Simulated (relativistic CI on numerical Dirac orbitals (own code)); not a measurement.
## One change at a time: I³⁷⁺

Base calculation: Dirac-Coulomb-Breit CI, separate exchange-only KLI orbitals for each configuration, QED by a radiative potential, unscaled Slater integrals.

Configuration list (outside the closed core [Ne]): 3s2 3p4, 3s 3p5, 3s2 3p3 3d, 3p6, 3s 3p4 3d, 3p5 3d, 3s 3p3 3d2, 3s2 3p2 3d 4p, 3p5 4s, 3s 3p3 3d 4s, 3p5 4p, 3s2 3p3 4s, 3s2 3p2 3d2, 3s2 3p 3d3, 3s 3p2 3d3, 3s2 3p 3d2 4s, 3p4 3d2, 3p3 3d3, 3p3 3d2 4s, 3s2 3p2 3d 4s, 3s 3p2 3d2 4s, 3s2 3p 3d 4s2. Double excitations out of closed p, d and f shells are left out; levels of such configurations are missing from the list, as are those of other unlisted configurations, and high levels can miss mixing partners.

The lowest level and the first level of each name with at least 55 % of one term (blank where a level has no safe partner in the second run):

```
           Level  Base (cm⁻¹)  Shift (cm⁻¹)
    3s2 3p4 3P_2            0             0
    3s2 3p4 1S_0       100663         +8096
    3s2 3p4 3P_1       556802         +3825
    3s2 3p4 1D_2       613041         +6241
    3s2 3p4 3P_0      1210299        +18306
3s2 3p3 3d 3G°_5      1963515        -18395
  3s 3p4 3d 5F_5      2733156
```

At this charge energies of transitions that change n are usually good to better than 1 %, and those within a shell (Δn = 0) to a few per cent.

(1) One thing was changed in a second run, which moved the levels as shown. Which?
A. Breit term removed
B. only the first 3 configurations
C. QED terms removed
D. configuration mixing switched off

Results:

(1) B. Only the first 3 configurations. With fewer configurations the levels that remain lose their mixing partners.

LS names give the leading component of a level, which can be under half, so a name can repeat, a term be missing and a line seem to break the LS rules.
